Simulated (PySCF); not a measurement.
# Stationary points of [BrF2]+

These are results of PBE0/[Br def2-TZVP, F def2-TZVP], no relativity, density fitting, PySCF, not measurements.

Relaxations began from a few typed shapes. The search is not exhaustive: other isomers or separated fragments can lie lower, and high-lying points may rest on an excited occupation.

Q: Order these stationary points by electronic energy, lowest first, in kJ/mol from the lowest minimum.
A. singlet D∞h: Br–F 1.742 Å (×2); F–Br–F 180.0°
B. singlet C2v: Br–F 1.676 Å (×2); F–Br–F 99.0°

A: B (0.0), A (245.8).

Q: Which of them are minima?

A: By energy in kJ/mol, 0.0: minimum; 245.8: saddle point, 1 imaginary mode.

Counting electrons, bromine keeps 4 of its valence electrons outside its bonds, so the VSEPR class is AX2E2 and the expected shape is bent (C2v), as computed.

The electron or spin density has lower symmetry than the nuclear frame for the singlet D∞h at 245.8 kJ/mol.
